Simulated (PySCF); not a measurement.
Two structures of GaH$_{2}$F, closed shell, reached by relaxing down either side of one saddle point (PBE0-D4/def2-TZVP). Energies are electronic, without zero-point energy. Computed with PySCF 2.14 with density fitting (its default auxiliary sets; JK sets also for MP2 and CCSD(T)) (basis: def2-TZVPP and def2-QZVPP); correlated methods freeze the cores. Filled d shells of the heavier atoms are correlated. The def2 sets are not built for correlating such inner shells, so the correlated values are less sure here. Extrapolation: Hartree–Fock as exp(−7.88 √X), correlation as X^−2.97. First:

Ga1  (-0.153, 0.058, -0.099)
F2  (1.366, -0.805, 0.104)
H3  (-0.743, -0.041, -1.535)
H4  (-0.646, 0.775, 1.191)
(Å)

Second:

Ga1  (-0.506, 0.658, 0.712)
F2  (1.322, -1.296, -1.273)
H3  (0.802, -0.739, -0.725)
H4  (-1.399, 1.600, 1.731)
(Å)

Which bonds change from the first to the second?

GaH₂F ([F][GaH2]) → GaH + HF; bonds formed: F2–H3; bonds broken: Ga1–F2, Ga1–H3.

Give the saddle point's structure and its height above each. (Judge from chemistry; the value comes from the calculation.)

The calculation gives: 247.7 kJ/mol above the first and 106.0 kJ/mol above the second (CCSD(T) at an estimated basis limit (MP2 extrapolated from triple and quadruple zeta, plus CCSD(T) − MP2 in triple zeta)).
```
atom    x (Å)    y (Å)    z (Å)
 Ga1  -0.5399   0.4019   0.1014
  F2   0.9799  -0.8274  -0.4990
  H3   0.0005  -0.3846  -1.2339
  H4  -0.4405   0.8101   1.6316
```

T1 diagnostic: at most 0.019. The restricted Hartree–Fock reference is unstable towards an unrestricted one at one or more of these structures.

Labels in which every atom is bracketed show which atoms are joined, not bond orders.

For scale, one of the runs: CCSD(T)/def2-TZVPP, 107 basis functions, launched by `OMP_NUM_THREADS=4 python run.py`. Hardware: 4 CPU threads of an Arm Neoverse V1, shared host. Wall time about 49 s.
